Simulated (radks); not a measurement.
The numbers below are computed, except where a source is named.
Task: These are the eigenvalues of the occupied orbitals of an atom or ion with whole-number occupations (eV). Code: a radial shooting solver on a logarithmic mesh with Libxc functionals. Model: non-relativistic Kohn-Sham, TPSS, spin-polarised, spherical densities, point nucleus; meta-GGA in the generalised Kohn-Sham scheme.

1s down: -68809.22
1s up: -68809.20
2s up: -12527.75
2s down: -12523.24
2p up: -12073.37
2p down: -12070.03
3s up: -3920.558
3s down: -3919.070
3p up: -3712.772
3p down: -3710.894
3d up: -3330.065
3d down: -3326.392
4s up: -1716.206
4s down: -1705.662
4p up: -1625.013
4p down: -1614.391
4d up: -1462.140
4d down: -1451.376

Which element is it, and in what charge state? The configuration may be excited. Open shells, if any, are filled with parallel spins first.

Result: Z = 76, osmium, charge +34: Os34+ in [Kr] 4d6. The list shows which subshells hold electrons but not how many an open one holds; the 1s level, -2528.7 hartree, gives Z - s = 71.1 by -(Z - s)^2/2, which with screening narrows Z to a few neighbours, and the depths of the outer levels then fix element, charge and occupations together.
